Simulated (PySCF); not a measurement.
```xyz
12

B     -2.1546     0.7290    -0.3623
C     -0.8106     0.1152    -0.0651
C     -0.4363    -1.1020     0.4852
C      0.9700    -1.1578     0.5339
C      1.3891     0.0474     0.0022
S      3.0032     0.6524    -0.2409
O      0.3615     0.8033    -0.3530
H     -3.1437     0.0899    -0.0931
H     -2.2409     1.8274    -0.8549
H     -1.1342    -1.8693     0.8163
H      1.6057    -1.9588     0.9028
H      2.5907     1.8233    -0.7711
```

Charge 0, multiplicity 1.

Problem. Give the Mulliken and meta-Löwdin atomic charges from PBE0-D3(BJ)/def2-TZVP // PBE0-D3(BJ)/def2-SVP in PySCF.

Solution. 
| atom | Mulliken (e) | meta-Löwdin (e) |
|---|---|---|
| B1 | -0.13 | -0.11 |
| C2 | 0.15 | 0.06 |
| C3 | -0.21 | -0.10 |
| C4 | -0.17 | -0.22 |
| C5 | 0.19 | 0.12 |
| S6 | -0.14 | 0.04 |
| O7 | -0.17 | -0.23 |
| H8 | 0.01 | 0.02 |
| H9 | 0.02 | 0.02 |
| H10 | 0.14 | 0.15 |
| H11 | 0.15 | 0.14 |
| H12 | 0.18 | 0.12 |
